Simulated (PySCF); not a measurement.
Barium: a sound run and one with changed settings

Sound run: Ba [Xe] 6s2, Ba⁺ [Xe] 6s1. Calculation: PySCF 2.14, in cc-pVDZ-X2C (7s6p4d, 45 functions); scalar relativity by spin-free X2C-1e. In the sound run the correlated levels freeze [Xe]. The sound run starts from symmetry-adapted Hartree-Fock orbitals and uses a fine grid where one is needed.

Changed run: all electrons correlated in a basis built for the valence shell.

```json
{"species": "Ba", "method": "MP2", "sound run (hartree)": "-8131.65015", "changed run (hartree)": "-8131.70780", "converged": "yes"}
{"species": "Ba⁺", "method": "MP2", "sound run (hartree)": "n/a", "changed run (hartree)": "-8131.52714", "converged": "yes"}
```

Ionisation energy of Ba:

```tsv
method	sound run (eV)	changed run (eV)
UHF	4.278	4.278
MP2	4.680	4.916
SCS-MP2	4.761	4.952
```

A valence basis has no tight correlating functions, so it recovers only part of the core correlation, and not evenly between atom and ion.

For comparison, NIST gives 5.212 eV between the lowest levels.
